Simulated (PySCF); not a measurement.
C₄H₉Cl₂In, SMILES C[C](C)(C)[In]([Cl])[Cl], GFN2-xTB optimised geometry.

```
16

In     0.47    -0.89     0.00
Cl     2.82    -0.89     0.00
Cl    -0.37    -3.07    -0.16
C     -0.86     1.04     0.00
C     -1.13     1.36    -1.45
C     -2.12     0.69     0.75
C     -0.05     2.12     0.68
H     -1.76     2.25    -1.53
H     -1.66     0.54    -1.94
H     -0.20     1.55    -1.99
H     -2.62    -0.16     0.29
H     -1.90     0.45     1.79
H     -2.82     1.54     0.73
H      0.15     1.86     1.72
H      0.91     2.27     0.17
H     -0.59     3.07     0.66
```

Density from PBE0/def2-TZVP, def2 effective core potentials past Kr (PySCF) at that geometry. The core electrons that the potentials of In replace are not part of the density.

Minimum of the electron density along straight lines between bonded atoms, close to the bond critical point (lines longer than 1.1 times the sum of covalent radii, or with two minima, are not listed):

| bond | length / Å | ρ at the minimum / e bohr⁻³ | ∇²ρ there / e bohr⁻⁵ | position (fraction from the first atom) |
|---|---|---|---|---|
| In1–Cl2 | 2.345 | 0.083 | 0.21 | 0.48 |
| In1–Cl3 | 2.345 | 0.083 | 0.21 | 0.48 |
| In1–C4 | 2.344 | (withheld) | (withheld) | 0.52 |
| C4–C5 | 1.513 | 0.254 | -0.64 | 0.51 |
| C4–C6 | 1.511 | 0.255 | -0.65 | 0.51 |
| C4–C7 | 1.511 | 0.255 | -0.65 | 0.51 |
| C5–H8 | 1.093 | 0.275 | -0.93 | 0.64 |
| C5–H9 | 1.092 | 0.278 | -0.95 | 0.64 |
| C5–H10 | 1.092 | 0.277 | -0.95 | 0.64 |
| C6–H11 | 1.091 | 0.278 | -0.95 | 0.64 |
| C6–H12 | 1.091 | 0.277 | -0.95 | 0.64 |
| C6–H13 | 1.092 | 0.275 | -0.93 | 0.64 |
| C7–H14 | 1.091 | 0.278 | -0.95 | 0.64 |
| C7–H15 | 1.091 | 0.278 | -0.95 | 0.64 |
| C7–H16 | 1.092 | 0.275 | -0.93 | 0.64 |

Fill in the missing entries.


- In1–C4, ρ at the minimum / e bohr⁻³: 0.076
- In1–C4, ∇²ρ there / e bohr⁻⁵: 0.05
